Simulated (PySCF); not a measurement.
# SbN⁻: from constants to spectrum

ROHF-CCSD(T) constants of SbN⁻, ²Π (doublet), unpaired electrons π ↑ (basis Sb def2-TZVPPD with ECP28, N def2-TZVPPD; scalar-relativistic core potentials; PySCF 2.14; masses 120.9038 and 14.0031 u):

- ωe: 756.7 cm⁻¹
- ωexe: 4.92 cm⁻¹
- Be: 0.37125 cm⁻¹
- αe: 0.00259 cm⁻¹
- D (centrifugal): 3.57e-07 cm⁻¹

(1) Give the vibrational terms G(v) and spacings up to v = 3.

Correlated steps freeze 5 core orbitals. These are scalar-relativistic numbers at best; spin–orbit coupling would shift them, the dissociation energy most. The CCSD T1 diagnostic is raised, a sign that a single reference may not be enough here. The state was picked by a PBE0 search and need not be the measured ground state.

Answers

(1) G(v) = ωe(v+½) − ωexe(v+½)².

```
v  G(v) (cm⁻¹)  G(v) − G(v−1)  Bv (cm⁻¹)
0          377                    0.3700
1         1124            747     0.3674
2         1861            737     0.3648
3         2588            727     0.3622
```
